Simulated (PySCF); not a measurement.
C3H6BFN2, SMILES CN1CN=CB1F. Geometry optimised at PBE-D3(BJ)/def2-SVP. This is a generated structure with no PubChem entry under its InChIKey; it may be hypothetical. Other conformers were not sampled.

Method: PBE-D3(BJ)/def2-SVP (PySCF).

Harmonic wavenumbers (cm⁻¹): 156, 170, 224, 225, 389, 391, 563, 615, 647, 810, 858, 977, 990, 1004, 1075, 1097, 1164, 1193, 1235, 1264, 1361, 1376, 1389, 1412, 1424, 1518, 1582, 2931, 2939, 2967, 3002, 3064, 3074. Rotational constants (GHz): 3.561, 3.001, 1.663; symmetry number 1.

**Question.** Work out the zero-point energy and the ideal-gas rigid-rotor harmonic-oscillator thermochemistry at 298.15 K and 1 atm.

**Answer.** ZPE = ½ Σ hcν = ½ × 43086 cm⁻¹ = 61.60 kcal/mol. H − E(el) = 66.36 kcal/mol. Entropy in cal/(mol K): translation 39.72, rotation 27.29, vibration 13.25, total 80.26. G − E(el) = 42.43 kcal/mol. Cp = 25.76 cal/(mol K).
